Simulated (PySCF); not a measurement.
## $^{15}$N chemical shifts

All values are calculated (PySCF): structure optimised with GFN2-xTB, σ from GIAO-PBE0/pcSseg-1. Non-relativistic, fast rotation and ring inversion assumed for equivalent nuclei, one conformer, gas phase.

Shieldings were converted by a linear fit to measured shifts: $^{15}$N: δ = -148.07 − 0.921σ (rms 6.3 ppm, 71 shifts vs CH3NO2, solution or neat liquid). Occasional misses reach two or three times the rms, and more in compound classes unlike the fitted ones.

Question: Give the $^{15}$N shifts of `C[C@H](C#CC#N)C(F)(F)F`, `Cc1nccs1`, `C#C[C@@H](N=C)C(F)=C(F)F`.

Answer: 
| compound | environment | δ (ppm) |
| --- | --- | --- |
| C[C@H](C#CC#N)C(F)(F)F | nitrile nitrogen | -110.0 |
| Cc1nccs1 | pyridine-type nitrogen of an azole | -71.5 |
| C#C[C@@H](N=C)C(F)=C(F)F | imine nitrogen | -41.3 |

Question: Match the shifts -51.8, -103.9, -187.6 ppm to `Cc1pccn1C(C)(C)C`, `CS/C=C/C#N`, `FC(F)(F)c1ccncc1`.

Answer: -51.8: FC(F)(F)c1ccncc1 (pyridine-type ring nitrogen); -103.9: CS/C=C/C#N (nitrile nitrogen); -187.6: Cc1pccn1C(C)(C)C (pyrrole-type ring nitrogen).
